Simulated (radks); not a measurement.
Species: Cr3+. Configuration: [Ne] 3s2 3p5 3d4 (not the ground configuration). Calculated with a radial shooting solver on a logarithmic mesh with Libxc functionals: Dirac Kohn-Sham, PBE, spin-unpolarised, spherical densities, point nucleus; open shells fill j = l - 1/2 first.

Normalised radial functions P(r) = r R(r) (large component), r in bohr:

r          2p1/2    3s1/2   3d5/2
0.002731  0.0044   0.0705  0.0000
0.003528  0.0068   0.0890  0.0000
0.004593  0.0108   0.1124  0.0000
0.005934  0.0169   0.1398  0.0000
0.007726  0.0270   0.1733  0.0000
0.009981  0.0426   0.2104  0.0001
0.013     0.0681   0.2522  0.0002
0.01692   0.1080   0.2944  0.0005
0.02186   0.1672   0.3302  0.0010
0.02846   0.2589   0.3528  0.0021
0.03677   0.3879   0.3484  0.0043
0.04788   0.5734   0.3007  0.0086
0.06185   0.8103   0.1976  0.0168
0.08053   1.1079   0.0247  0.0326
0.1049    1.4316  -0.2042  0.0609
0.1355    1.7153  -0.4369  0.1075
0.1764    1.8930  -0.6056  0.1840
0.2278    1.8723  -0.6001  0.2930
0.2967    1.6143  -0.3433  0.4425
0.3832    1.1853   0.1312  0.6119
0.499     0.6976   0.6995  0.7827
0.6498    0.3149   1.1067  0.9061
0.8394    0.1057   1.1704  0.9344
1.093     0.0226   0.9117  0.8505
1.412     0.0031   0.5351  0.6797
1.838     0.0002   0.2221  0.4607
2.375     0.0000   0.0648  0.2616
3.092     0.0000   0.0112  0.1123
4.026     0.0000   0.0010  0.0335
5.201     0.0000   0.0000  0.0066
6.773     0.0000   0.0000  0.0007

2p1/2: eigenvalue -608.95 eV, 0 radial nodes, <r> = 0.258 bohr, 90 % of the charge inside 0.423 bohr. 3s1/2: eigenvalue -113.76 eV, 2 radial nodes at r = 0.0831, 0.360 bohr, <r> = 0.886 bohr, 90 % of the charge inside 1.32 bohr. 3d5/2 (empty): eigenvalue -39.941 eV, 0 radial nodes, <r> = 1.10 bohr, 90 % of the charge inside 1.83 bohr.
